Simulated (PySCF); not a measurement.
Computed IR spectrum (relative IR intensity) of a molecule C₄H₄O₂. Geometry: PBE0-D3(BJ)/def2-SVP. Other conformers were not sampled. These are PBE0-D3(BJ)/def2-SVP run with PySCF values and carry that method's errors. Frequencies are harmonic and unscaled.

ν (cm⁻¹): 264 (m), 447 (vw), 617 (vw), 681 (w), 707 (vw), 724 (m), 764 (w), 996 (w), 1026 (w), 1115 (w), 1167 (m), 1216 (m), 1278 (w), 1517 (w), 1604 (m), 1694 (vs), 3913 (m) (against the strongest line: vs over 80 %, s over 45 %, m over 15 %, w over 4 %, vw less)

Which structure fits?
(A) O=C1CC(=O)C1
(B) Oc1ccco1
(C) O=C1C=COC1
(D) C#CCC(=O)O

B, Oc1ccco1
